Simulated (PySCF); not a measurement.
## Electronic structure of Kr (krypton, neutral) at the UHF level

Configuration: [Kr], closed-shell 1S. All numbers are calculated (PySCF 2.14, scalar relativity by spin-free X2C-1e, in jorge-DZP-DKH).

- Total energy: -2788.012860 hartree
- One-electron energy: -3876.6186 hartree
- Hartree (Coulomb) energy: 1184.1480 hartree
- Exchange energy: -95.5423 hartree
- ⟨S²⟩: 0.0000
- ⟨L²⟩: 0.000
- Sum of ⟨r⟩: 26.02 bohr
- Sum of ⟨r²⟩: 38.64 bohr²
- Langevin diamagnetic susceptibility: -30.6 ×10⁻⁶ cm³/mol
- Time after the integrals: 0.08 s of wall time on 1 thread of Neoverse-V2 (shared host)

```tsv
shell	electrons	mean orbital energy (hartree)	rms radius, mean of both spins (bohr)
1s	2	-529.33753	0.0477
2s	2	-72.02677	0.198
2p	6	-63.51109	0.177
3s	2	-11.20867	0.565
3p	6	-8.39742	0.582
3d	10	-3.73462	0.609
4s	2	-1.18051	1.71
4p	6	-0.51711	2.09
```

Densities and radii are taken from the X2C orbitals without a picture-change correction, which distorts them close to the nucleus.
